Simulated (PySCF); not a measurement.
C8H9N3O2, SMILES COc1nnc(-c2cccn2C)o1.

Geometry: PBE0-D3(BJ)/def2-SVP. This is a generated structure with no PubChem entry under its InChIKey; it may be hypothetical. The values are those of a single conformer.

Level of theory: SMD-B3LYP/def2-SVP in PySCF.

Solvation free energies are E(SMD) − E(gas) at the gas-phase geometry, for 1 M in both phases. In vacuum the dipole moment is 3.27 D.

Computed solvation free energies in water, ethanol, methanol:
```tsv
solvent	ΔG(solv) (kcal/mol)	its non-electrostatic (CDS) part	dipole (D)
water	-7.7	4.8	4.47
ethanol	-8.9	2.9	4.40
methanol	-8.5	3.6	4.43
```
